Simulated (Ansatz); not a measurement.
`[SiH3][O][AlH][Br]` and `[CH3][AlH][O][SiH3]` differ in one atom or group.

Ansatz, PBE0-D4/def2-TZVP geometries, multiplicity 1. Each molecule was computed in one conformer, which needn't be the lowest.

Scalar relativity is left out up to krypton.

```csv
property,`[SiH3][O][AlH][Br]`
HOMO–LUMO gap (ωB97M-V/def2-TZVPP) / eV,11.40
HOMO–LUMO gap (B3LYP/def2-TZVPP) / eV,7.07
HOMO energy (PBE0/def2-TZVPP) / eV,-8.63
HOMO energy (PBE/def2-TZVPP) / eV,-7.33
HOMO energy (ωB97M-V/def2-TZVPP) / eV,-10.86
"ideal-gas entropy at 298 K and 1 bar (rigid rotor, harmonic PBE0-D4/def2-TZVP) / J/(mol·K)",381
```

**Question.** Give the same properties after the change, and the shifts. (An estimate is asked.)

**Answer.** Ansatz gave: 
```tsv
property	`[CH3][AlH][O][SiH3]`	shift
HOMO–LUMO gap (ωB97M-V/def2-TZVPP) / eV	11.02	-0.38
HOMO–LUMO gap (B3LYP/def2-TZVPP) / eV	6.81	-0.26
HOMO energy (PBE0/def2-TZVPP) / eV	-7.93	0.70
HOMO energy (PBE/def2-TZVPP) / eV	-6.62	0.71
HOMO energy (ωB97M-V/def2-TZVPP) / eV	-10.16	0.70
ideal-gas entropy at 298 K and 1 bar (rigid rotor, harmonic PBE0-D4/def2-TZVP) / J/(mol·K)	395	14
```

With PBE0 the HOMO rises by 0.70 eV and the LUMO rises by 0.39 eV, so the gap narrows by about 0.31 eV. PBE moves the HOMO by 0.71 eV and ωB97M-V by 0.70 eV. The zero-point energy changes by 88.8 kJ/mol with +9 modes. Modes under 60 cm⁻¹, often nearly free rotors, make the harmonic entropy too high.

B3LYP here is the variant with VWN-RPA as its local correlation; programs differ in this.

Spin–orbit coupling is left out; it splits and shifts lone-pair levels of the heavy atoms by tenths of an eV.
